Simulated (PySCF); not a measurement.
# From computed data to an observable: oscillator strength and radiative lifetime

ZrOCl2, SMILES [Cl][Zr](=[O])[Cl], multiplicity 1.

Coordinates come from a B3LYP-D3(BJ)/def2-SVP optimisation. The spin state was assumed, not searched. The def2 effective core potentials stand for the cores of Zr; spin–orbit coupling is left out.

TDDFT-LC-ωPBE/def2-SVPD (PySCF 2.14.0) puts the first singlet state with f over 0.02 at 6.01 eV (vertical), with the transition dipole (0.474, 0.024, 0.000) in atomic units.

Find the oscillator strength, the wavelength and the radiative lifetime that this transition would have in vacuum if emission retraced absorption.


|μ|² = 0.2253 au, so |μ| = 1.21 D. ΔE = 6.01/27.211 = 0.2209 hartree. f = (2/3) ΔE |μ|² = 0.033 (the program prints 0.033).
λ = 1239.84/6.01 = 206 nm; ν = 48474 cm⁻¹.
Einstein's coefficient A = 0.6670 ν² f s⁻¹ (ν in cm⁻¹) = 5.2e7 s⁻¹, so τ = 1/A = 19 ns. This state is S8; the lower singlets have f = 0.001, 0.002, 0.010, 0.001, 0.010, 0.006, 0.010. The figure is the radiative limit of this one transition; relaxation, internal conversion, crossing to triplets and a medium change what is measured.
